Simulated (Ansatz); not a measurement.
`[SiH3]CI` + HBr → `BrCI` + SiH₄  (substitution at a C–Si bond)

Program: Ansatz. Geometries: PBE0-D4/def2-TZVP. ΔE: electronic, gas phase. CCSD(T)/CBS is the MP2 limit (def2-TZVPP, def2-QZVPP) plus CCSD(T) − MP2 in def2-TZVPP, frozen cores. This one scheme is used for every species. DFT in def2-TZVPP. HSE06 is defined as in plane-wave codes. Elements past krypton have def2 core potentials. For Br, I outer-core shells are correlated without core-valence functions, which leaves a few kJ/mol of doubt a bond. Scalar relativity is left out up to krypton.

| level | ΔE (kJ/mol) | difference from CCSD(T)/CBS |
| --- | --- | --- |
| HSE06-D4 | 66.6 | -1.8 |
| ωB97M-V | 68.3 | -0.1 |
| B2PLYP | 62.6 | -5.8 |
| PBE | 59.9 | -8.5 |
| HSE06 | 65.4 | -3.0 |
| CAM-B3LYP | 64.7 | -3.7 |
| HF/def2-SVP | 73.8 | 5.4 |
| SCS-MP2/def2-TZVPP | 62.5 | -5.9 |
| HF/CBS(def2) | 67.1 | -1.3 |
| CCSD/CBS(def2) | 69.5 | 1.1 |
| CCSD(T)/CBS | 68.4 | 0 |

Largest T1 diagnostic among the species: 0.011.

Leaving LDA and LC-ωPBE aside and taking each functional with its dispersion term where it has one, the values, not all of them listed here, spread over 13.6 kJ/mol, from BLYP-D4 to r2SCAN0-D4. LDA lies +7.1 kJ/mol from PBE without D4. From r2SCAN to r2SCAN0 (25 % exact exchange), in def2-TZVPP and without D4, ΔE moves by +3.4 kJ/mol.
